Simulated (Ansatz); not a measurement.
[WS4]2- (WS4²⁻), relaxed as a singlet with RKS PBE0-D4/def2-SVPD in Ansatz, starting from the GFN2-xTB (ALPB water) geometry. Force threshold 0.02 eV/Å.

In the def2 sets W takes a core potential; there is no spin–orbit coupling. A multiply charged anion in the gas phase is held together partly by the finite basis. Removing one electron lowers the energy by 0.33 eV at PBE0-D4/def2-TZVPD, so it isn't bound. The highest occupied level of the charge -2 singlet lies above zero (up to 1.74 eV). By energy differences it is unbound by 0.38 eV (vertical, against the charge -1 doublet, at CCSD(T)/def2-SVPD) and held by the finite basis.

Start:

```xyz
5

W     0.0012   -0.0020   -0.0016
S     0.4542    1.9190    1.0355
S     1.8497   -0.7715   -0.9838
S    -1.5775    0.3467   -1.5401
S    -0.7276   -1.4923    1.4900
```

| step | energy (eV) | largest force component (eV/Å) | SCF passes |
| --- | --- | --- | --- |
| 1 | -45145.9345 | 0.289 | 18 |
| 2 | -45145.9397 | 0.173 | 22 |
| 3 | -45145.9419 | 0.002 | 21 |

Force components are those of the run's own axes.

End:

| atom | x (Å) | y (Å) | z (Å) |
| --- | --- | --- | --- |
| W1 | 0.0000 | 0.0000 | 0.0000 |
| S2 | 0.4541 | 1.9110 | 1.0313 |
| S3 | 1.8373 | -0.7671 | -0.9790 |
| S4 | -1.5675 | 0.3417 | -1.5326 |
| S5 | -0.7240 | -1.4855 | 1.4804 |

By distances, no bond broke or formed. The bond that changes most is W1–S4, from 2.23 to 2.22 Å (atoms count from 1).

No frequencies were taken in this run, so the end may be a saddle point.

Hardware: 2 threads of Intel Xeon Platinum 8375C on a shared host. Wall time 12 s.
